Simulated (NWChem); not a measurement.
System: cyclopentanone (C₅H₈O); SMILES O=C1CCCC1

Input file for NWChem:

```
start job
memory heap 200 mb stack 900 mb global 1100 mb
geometry units angstroms noautosym nocenter noautoz
  O      0.000000     0.000000     2.142928
  C      0.000000     0.000000     0.931721
  C      0.126756     1.238225     0.032902
  C     -0.225521     0.740319    -1.379035
  C      0.225521    -0.740319    -1.379035
  C     -0.126756    -1.238225     0.032902
  H     -0.490077     2.059827     0.408928
  H      1.172736     1.573741     0.084177
  H      0.248393     1.325645    -2.172640
  H     -1.310531     0.796095    -1.534490
  H      1.310531    -0.796095    -1.534490
  H     -0.248393    -1.325645    -2.172640
  H     -1.172736    -1.573741     0.084177
  H      0.490077    -2.059827     0.408928
end
basis spherical
  * library def2-svp
end
dft
  xc m05-2x
  iterations 150
end
cosmo
  dielec 2.0
end
task dft energy
```

NWChem printed, in part:

```
             Northwest Computational Chemistry Package (NWChem) 7.3.0
             --------------------------------------------------------

                             Geometry "geometry" -> ""
                             -------------------------

 Output coordinates in angstroms (scale by  1.889725989 to convert to a.u.)

  No.       Tag          Charge          X              Y              Z
 ---- ---------------- ---------- -------------- -------------- --------------
    1 O                    8.0000     0.00000000     0.00000000     2.14292800
    2 C                    6.0000     0.00000000     0.00000000     0.93172100
    3 C                    6.0000     0.12675600     1.23822500     0.03290200
    4 C                    6.0000    -0.22552100     0.74031900    -1.37903500
    5 C                    6.0000     0.22552100    -0.74031900    -1.37903500
    6 C                    6.0000    -0.12675600    -1.23822500     0.03290200
    7 H                    1.0000    -0.49007700     2.05982700     0.40892800
    8 H                    1.0000     1.17273600     1.57374100     0.08417700
    9 H                    1.0000     0.24839300     1.32564500    -2.17264000
   10 H                    1.0000    -1.31053100     0.79609500    -1.53449000
   11 H                    1.0000     1.31053100    -0.79609500    -1.53449000
   12 H                    1.0000    -0.24839300    -1.32564500    -2.17264000
   13 H                    1.0000    -1.17273600    -1.57374100     0.08417700
   14 H                    1.0000     0.49007700    -2.05982700     0.40892800

 Effective nuclear repulsion energy (a.u.)     234.5559404943

                                 NWChem DFT Module
                                 -----------------

 Summary of "ao basis" -> "ao basis" (spherical)
 ------------------------------------------------------------------------------
       Tag                 Description            Shells   Functions and Types
 ---------------- ------------------------------  ------  ---------------------
 O                          def2-svp                 6       14   3s2p1d
 C                          def2-svp                 6       14   3s2p1d
 H                          def2-svp                 3        5   2s1p

 in cosmo_initialize ...

 solvent parameters
 solvname_short: unkn
 solvname_long:  unknown
 dielec:        2.0000

[...]

                                   COSMO solvation results
                                   -----------------------

                 gas phase energy =      -270.319607487018
                 sol phase energy =      -270.323855139002
 (electrostatic) solvation energy =         0.004247651984 (    2.67 kcal/mol)

                       DFT Final Molecular Orbital Analysis
                       ------------------------------------

 Vector   21  Occ=2.000000D+00  E=-4.097427D-01
              MO Center= -2.3D-09,  2.4D-08,  7.6D-01, r^2= 3.5D+00
   Bfn.  Coefficient  Atom+Function         Bfn.  Coefficient  Atom+Function
  ----- ------------  ---------------      ----- ------------  ---------------
     4      0.399298   1 O  px                7      0.277051   1 O  px
    32     -0.211147   3 C  px               74     -0.211147   6 C  px
    90     -0.192120   8 H  s               115      0.192120  13 H  s
    18      0.178576   2 C  px               21      0.131467   2 C  px
    35     -0.121315   3 C  px               77     -0.121315   6 C  px

 Vector   22  Occ=2.000000D+00  E=-3.984478D-01
              MO Center=  2.1D-09, -3.4D-08, -1.1D+00, r^2= 3.2D+00
   Bfn.  Coefficient  Atom+Function         Bfn.  Coefficient  Atom+Function
  ----- ------------  ---------------      ----- ------------  ---------------
    46      0.280657   4 C  px               60     -0.280657   5 C  px
   100     -0.270408  10 H  s               105     -0.270408  11 H  s
    32     -0.162899   3 C  px               74      0.162899   6 C  px
   101     -0.153228  10 H  s               106     -0.153228  11 H  s
    90     -0.149099   8 H  s               115     -0.149099  13 H  s

 Vector   23  Occ=2.000000D+00  E=-3.142060D-01
              MO Center= -7.6D-10,  9.1D-11,  1.2D+00, r^2= 2.6D+00
   Bfn.  Coefficient  Atom+Function         Bfn.  Coefficient  Atom+Function
  ----- ------------  ---------------      ----- ------------  ---------------
     5      0.507415   1 O  py                8      0.382437   1 O  py
    31     -0.299973   3 C  s                73      0.299973   6 C  s
    19     -0.209173   2 C  py               34     -0.197733   3 C  pz
    76      0.197733   6 C  pz               33      0.184304   3 C  py
    75      0.184304   6 C  py               36      0.169212   3 C  py

 Vector   24  Occ=0.000000D+00  E= 2.798941D-02
              MO Center= -7.0D-11,  7.8D-09,  9.3D-01, r^2= 2.8D+00
   Bfn.  Coefficient  Atom+Function         Bfn.  Coefficient  Atom+Function
  ----- ------------  ---------------      ----- ------------  ---------------
    21      0.496260   2 C  px               18      0.486598   2 C  px
    45     -0.454740   4 C  s                59      0.454740   5 C  s
     7     -0.407768   1 O  px               91     -0.369154   8 H  s
   116      0.369154  13 H  s                 4     -0.361057   1 O  px
    86      0.293480   7 H  s               121     -0.293480  14 H  s

 Vector   25  Occ=0.000000D+00  E= 9.998750D-02
              MO Center=  2.0D-08,  8.2D-08, -9.7D-01, r^2= 7.5D+00
   Bfn.  Coefficient  Atom+Function         Bfn.  Coefficient  Atom+Function
  ----- ------------  ---------------      ----- ------------  ---------------
    45      1.125936   4 C  s                59      1.125936   5 C  s
    31      0.959395   3 C  s                73      0.959395   6 C  s
   101     -0.763513  10 H  s               106     -0.763513  11 H  s
    96     -0.695753   9 H  s               111     -0.695753  12 H  s
    91     -0.690458   8 H  s               116     -0.690458  13 H  s

[...]
```

Level: M05-2X/def2-SVP, COSMO on the gas-phase geometry. Coordinates come from a B3LYP/6-31G* (spherical d) optimisation. COSMO prints the solvation energy as gas minus solution, so a positive value is a stabilisation.
